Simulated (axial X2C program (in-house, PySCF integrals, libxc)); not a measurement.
# RuN: nuclear properties from DFT to coupled cluster

Computed with an axial X2C code built on PySCF integrals: two-component X2C with atomic mean-field Coulomb and Gaunt terms, Gaussian nuclei, basis Ru dyall-acv3z, N dyall-av3z with contracted cores.

R = 1.543 Å (near the PBE0 minimum at charge 0 of the determinant lowest at the starting distance; the state shown can have its own minimum elsewhere); state Ω = 1/2 (⟨Sz⟩ = 0.50, ⟨Lz⟩ = 0.00 at PBE0).

```json
{"level": "PBE0", "Eeff magnitude (GV/cm)": "0.487", "Ws magnitude Ru (kHz)": "0.495", "A∥/gI Ru (MHz)": "5980", "qzz Ru (a.u.)": "6.16", "A∥/gI N (MHz)": "39.1", "μ (D)": "-1.96"}
{"level": "HF", "Eeff magnitude (GV/cm)": "3.97", "Ws magnitude Ru (kHz)": "3.75", "A∥/gI Ru (MHz)": "4550", "qzz Ru (a.u.)": "6.48", "A∥/gI N (MHz)": "-4.87", "μ (D)": "-1.20"}
{"level": "B3LYP", "Eeff magnitude (GV/cm)": "0.699", "Ws magnitude Ru (kHz)": "0.683", "A∥/gI Ru (MHz)": "6000", "qzz Ru (a.u.)": "6.08", "A∥/gI N (MHz)": "43.1", "μ (D)": "-1.93"}
```

Eeff is the effective electric field on the electron electric dipole moment in this Ω state and Ws the scalar–pseudoscalar constant of the nucleus named (defined with the proton number Z and per Ω); A∥ (defined per Ω) follows by multiplying with gI = μI/(I μN); qzz is the electric field gradient, eQq0 = 234.96 MHz × Q/barn × qzz; μ is positive if the N end (last atom) is positive. The operators were transformed with the bare-nucleus X2C matrices; with these basis sets, hyperfine constants and field gradients can be off by tens of per cent, and where levels differ in sign neither size nor sign is settled.

Finite-field MP2, CCSD and CCSD(T), with 21 electrons correlated in 130 natural virtual spinors (MP2 remainder added):

```json
{"level": "MP2", "Eeff magnitude (GV/cm)": "3.17", "Ws magnitude Ru (kHz)": "3.07", "A∥/gI Ru (MHz)": "8180", "qzz Ru (a.u.)": "8.81", "A∥/gI N (MHz)": "199", "μ (D)": "-3.76"}
{"level": "CCSD", "Eeff magnitude (GV/cm)": "0.937", "Ws magnitude Ru (kHz)": "0.902", "A∥/gI Ru (MHz)": "6080", "qzz Ru (a.u.)": "6.43", "A∥/gI N (MHz)": "54.1", "μ (D)": "-2.02"}
{"level": "CCSD(T)", "Eeff magnitude (GV/cm)": "0.637", "Ws magnitude Ru (kHz)": "0.62", "A∥/gI Ru (MHz)": "6180", "qzz Ru (a.u.)": "6.34", "A∥/gI N (MHz)": "55.7", "μ (D)": "-2.09"}
```

T1 = 0.072 (Lee–Taylor), a sign of multireference character. One unrestricted determinant, the lowest of a limited PBE0 search, is the reference; the functionals treat spin collinearly. The sign of Eeff is opposite to CCSD(T) at MP2. Eeff spreads by more than a factor of two over the levels. Correlation of the inner shells is missing, which matters for properties at the nucleus. Number of frozen shells: Ru 3 s, 2 p, 1 d; N 1 s.

Q: By how much does correlation change each value, CCSD(T) against HF?

A: Eeff magnitude -84 %; Ws magnitude Ru -83 %; A∥/gI Ru 36 %; qzz Ru -2 %; A∥/gI N from -4.87 to 55.7, a change of sign; μ 74 %.
